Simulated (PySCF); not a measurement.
# From computed data to an observable: refractive index and permittivity of the vapour

BrH3PbSi, SMILES [SiH3][Pb][Br] (connectivity only; charge and spin as stated), neutral, multiplicity 1.

The structure is a stationary point at PBE-D3(BJ)/def2-SVP. The structure was generated by enumeration; whether it is a known compound was not checked. The def2 effective core potentials stand for the cores of Pb; spin–orbit coupling is left out.

PBE/def2-TZVPD (PySCF) gives a mean static polarisability of 113.0 bohr³ and a dipole moment of 3.63 D. Take an ideal gas at 298.15 K and 0.1 bar, whether or not the substance is that volatile.

Problem. Work out n − 1 in the optical limit and the static ε − 1.

Solution. 
Polarisability volume α' = 113.0 × 0.148185 = 16.74 Å³. Number density N = p/kT = 2.43e-6 Å⁻³.
Dilute limit of Lorentz–Lorenz: n − 1 = 2π N α' = 0.00026.
Orientation term of Debye: μ²/(3kT) = 8.098 Å³ × μ²(D²) = 106.70 Å³.
ε − 1 = 4π N (α' + μ²/3kT) = 0.0038. Orientation of the dipole supplies 86 % of the static response; it can't follow optical fields. Vibrational polarisation and dispersion are left out.
